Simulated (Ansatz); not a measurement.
Reactions of `N[SiH](N)N`.

Computed with Ansatz on PBE0-D4/def2-TZVP structures; ΔE is electronic, products minus reactants. CCSD(T)/CBS is the MP2 limit (def2-TZVPP, def2-QZVPP) plus CCSD(T) − MP2 in def2-TZVPP, frozen cores. This one scheme is used for every species, atoms too. DFT in def2-TZVPP. No spin–orbit coupling; open shells (•) take unrestricted orbitals. Spin–orbit coupling would lower the free atoms: a little for Si. Bonds to Ge, Sc are less sure, by a few kJ/mol each and by 10 to 20 or more in all where they break to atoms, as the def2 sets lack core-valence functions. Scalar relativity is left out up to krypton. One conformer a species, not always the lowest.

```
                                                                 reaction  ωB97X-V (kJ/mol)  MP2/CBS(def2) (kJ/mol)  CCSD/CBS(def2) (kJ/mol)  CCSD(T)/CBS(def2) (kJ/mol)
                    `N[SiH](N)N` + `F[Si]Cl` → `N[Si](N)(N)Cl` + `F[SiH]`                47                      52                       47                          49
                                 `N[SiH](N)N` + HCl → `N[SiH](N)Cl` + NH₃               -52                     -54                      -50                         -51
                                  `N[SiH](N)N` + H–F → `N[SiH](N)F` + NH₃              -101                     -93                      -98                         -96
                      `N[SiH](N)N` + `N[SiH3]` → `N[SiH](N)N[SiH3]` + NH₃               -13                     -15                      -13                         -15
                                         `N[SiH](N)N` → 7 H• + 3 N• + Si•              3863                    3882                     3794                        3848
`N[SiH](N)N` + `[OH][Sc]([F])[Cl]` → `N[SiH](N)Cl` + `[NH2][Sc]([OH])[F]`                66                      63                       67                          65
                            `N[SiH](N)N` + GeH₄ → `N[SiH](N)[GeH3]` + NH₃                62                      63                       62                          60
```

Largest T1 diagnostic: 0.016, for `[NH2][Sc]([OH])[F]`.
